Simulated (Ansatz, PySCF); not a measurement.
Noncovalent pair: CH3F (SMILES CF) (first 5 atoms) with CH6Si (SMILES C[SiH3]); geometry from B3LYP-D3(BJ)/def2-TZVP, rigid monomers moved along the line of their centres of mass till F2···Si7 is 2.91 Å.
(charge 0, multiplicity 1):
```xyz
13

C     -0.147    -0.134     0.508
F      1.002     0.152     1.239
H     -0.859     0.681     0.644
H      0.125    -0.228    -0.544
H     -0.571    -1.068     0.876
C     -0.611    -0.129     5.735
Si     0.050    -0.008     3.981
H     -0.525     0.829     6.251
H     -0.054    -0.871     6.311
H     -1.663    -0.421     5.738
H     -0.727     0.999     3.217
H     -0.085    -1.317     3.298
H      1.476     0.388     3.993
```

Interaction energies are E(AB) − E(A) − E(B) at the monomers' geometry in the complex; basis-set methods are counterpoise corrected.

Correlated levels freeze the cores.

Run with Ansatz (a program for electronic structure) with Gaussian orbitals; PySCF for the dispersion terms. 

PBE/def2-TZVPPD gives 2.4 kJ/mol for the interaction energy.

### Question
Predict the shift from PBE, with its sign, for: PBE-D3(BJ)/def2-TZVPPD, r2SCAN/def2-TZVPPD, B3LYP/def2-TZVPPD, wB97M-V/def2-TZVPPD, MP2/aug-cc-pV(D+d)Z, CCSD(T)/aug-cc-pV(D+d)Z.

### Answer
PBE-D3(BJ)/def2-TZVPPD -5.3; r2SCAN/def2-TZVPPD -4.5; B3LYP/def2-TZVPPD 3.9; wB97M-V/def2-TZVPPD -6.8; MP2/aug-cc-pV(D+d)Z -2.8; CCSD(T)/aug-cc-pV(D+d)Z -3.1 kJ/mol. 1 of 6 lie above PBE; the widest gap is to wB97M-V/def2-TZVPPD.
